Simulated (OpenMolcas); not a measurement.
Pt4+ (d6) in a complex was computed by CASSCF with the d shell active (OpenMolcas, ANO-RCC-VDZP on the metal). Its lowest spin-free states, and all those of the highest spin:

| 2S+1 | Degeneracy | E (cm-1) |
| --- | --- | --- |
| 1 | 1 | 0.0 |
| 3 | 2 | 19256 |
| 3 | 1 | 22776 |
| 3 | 1 | 23848 |
| 1 | 2 | 25243 |
| 1 | 1 | 29362 |
| 3 | 2 | 29895 |
| 1 | 1 | 31925 |
| 5 | 2 | 33861 |
| 5 | 1 | 34836 |
| 1 | 2 | 39473 |
| 3 | 1 | 45448 |
| 5 | 1 | 60825 |
| 5 | 1 | 66750 |

Question: Is the site octahedral, tetrahedral or cube-like, axial, or of lower symmetry?

Answer: The states with 2S+1 = 5 have orbital degeneracies 2, 1, 1, 1. There are pairs but no triples, so the site is axial: not cubic, but with a proper or improper axis of order three or more. The run had Pt4+ with 6 ligands (fluoride) in tetragonal octahedral coordination (D4h) at 1.94 Å, the axial distance 2.037 Å. A charge of +0.333 e stands 3.2 Å behind each ligand. Ligand basis ANO-RCC-VDZP.

Without dynamic correlation the repulsion within the d shell is too large (B by tens of per cent), so at a given field states of lower spin stand too high. The least metal-like active orbital is 68 % on the metal (Löwdin) and no ligand orbital is active, so the numbers are rough, and ground spin, moment and any spin crossover can be artefacts of this space; highly charged d ions in such sites are as a rule low spin. With metal d orbitals alone the field can be off either way by tens of per cent. Ligand-to-metal charge-transfer states are missing. With no ligand orbital active B as a rule stays too high, so bands that hang on it stand too high and its fall with covalency is understated. No measured value stands beside these numbers; the geometry was imposed, not optimised, and the real ion may take another.
